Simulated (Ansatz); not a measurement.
```xyz
8

Mg   -0.9391   -0.9294   -0.9307
O    -1.0236   -1.0102    1.0204
O    -1.0273    1.0171   -1.0137
Mg   -0.9399    0.9408    0.9282
O     1.0147   -1.0268   -1.0234
Mg    0.9438   -0.9329    0.9308
Mg    0.9374    0.9382   -0.9468
O     1.0289    1.0181    1.0197
```

Basis set: cc-pVDZ (spherical functions). Left uncorrelated: 8 orbitals. Charge 0, multiplicity 1.

Computed with Ansatz (development build ahead of 0.2.0); each method stands on the lowest determinant of its kind that the runs found. Restricted open shells among the atoms or ions are ROHF, correlated in semicanonical orbitals with singles.

The atomization energy at this shape (free ground-state atoms in the same class of orbitals less the molecule, no zero-point energy) of singlet Mg4O4:

```tsv
method	atomization energy
RHF-MP2	646.51 kcal/mol
```

(1) What does RHF give?

Results:

(1) 396.70 kcal/mol.
